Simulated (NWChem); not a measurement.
hydrogen bromide (HBr); SMILES Br

```xyz
2

Br     0.0000     0.0000     0.0395
H      0.0000     0.0000    -1.3829
```
Atoms are numbered in this order, from 1.

Program: NWChem. Geometry: optimised at PBE0/def2-SVP.

For level PBE0/aug-pcseg-1:

- highest occupied level (eV) = -8.84
- orbital gap (eV) = 8.15
- dipole (D) = 0.93

### Question
Estimate the same quantities for level PBE0/STO-3G.

### Answer
| Property | Value |
|---|---|
| highest occupied level (eV) | -5.68 |
| orbital gap (eV) | 11.22 |
| dipole (D) | 1.29 |
